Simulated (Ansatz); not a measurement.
Potential energy curve for SiS, singlet.

Calculation: unrestricted PBE/cc-pVDZ (Ansatz, a first-principles code).

The batch members p0 to p7 hold the bond at 1.46, 1.55, 1.65, 1.74, 1.83, 1.86, 1.93, 1.98 Å.

Ansatz input:

Ansatz 0.2 input:
```yaml
# input.yaml
basis:
  gaussian: { orbitals: cc-pvdz }
hamiltonian:
  xc: pbe
batch:
  members: [p0.yaml, p1.yaml, p2.yaml, p3.yaml, p4.yaml, p5.yaml, p6.yaml, p7.yaml]

# p4.yaml, one of the 8 members of this batch
crystal:
  periodic: [false, false, false]
  atoms:
    - { symbol: Si, position_ang: [0.0, 0.0, 0.0] }
    - { symbol: S, position_ang: [0.0, 0.0, 1.83] }
total_charge: 0
magnetization:
  spin_polarized: true
```

Lines of the output on each member:

```
Member 0: Total energy: -18695.92164007 eV, -687.0624477219 hartree
Member 1: Total energy: -18699.57013627 eV, -687.1965274841 hartree
Member 2: Total energy: -18702.12678374 eV, -687.2904825456 hartree
Member 3: Total energy: -18703.48610133 eV, -687.3404365456 hartree
Member 4: Total energy: -18704.22952154 eV, -687.3677567344 hartree
Member 5: Total energy: -18704.37495128 eV, -687.3731011789 hartree
Member 6: Total energy: -18704.56188213 eV, -687.3799707608 hartree
Member 7: Total energy: -18704.58992220 eV, -687.3810012145 hartree
```

The unrestricted solution behind UKS-PBE changes between 2.88 and 3.19 Å, which can leave a kink. The unrestricted determinant behind UKS-PBE is spin-contaminated at 2.61 to 7.81 Å (<S²> up to 1.9, against 0.00 for a pure singlet).
